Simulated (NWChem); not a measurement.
Ag2; SMILES [Ag][Ag]

```xyz
2

Ag     0.0000     0.0000    -1.2893
Ag     0.0000     0.0000     1.2893
```
Atoms are numbered in this order, from 1.

Results from NWChem. All runs use the structure optimised with PBE0/def2-SVP. def2 effective core potentials on Ag; no spin-orbit coupling. Ions are spin-unrestricted doublets at the neutral geometry; other ion states weren't tried.

```csv
level,−ε(HOMO) (eV)
B3LYP/def2-SVP,5.66
PBE/def2-SVP,5.17
BHandHLYP/def2-SVP,(withheld)
"LDA (Slater exchange, VWN5)/def2-SVP",5.54
r2SCAN/def2-SVP,5.14
```

**Question.** Some entries are withheld; supply them.

**Answer.** 
- BHandHLYP/def2-SVP, −ε(HOMO) (eV): 6.05
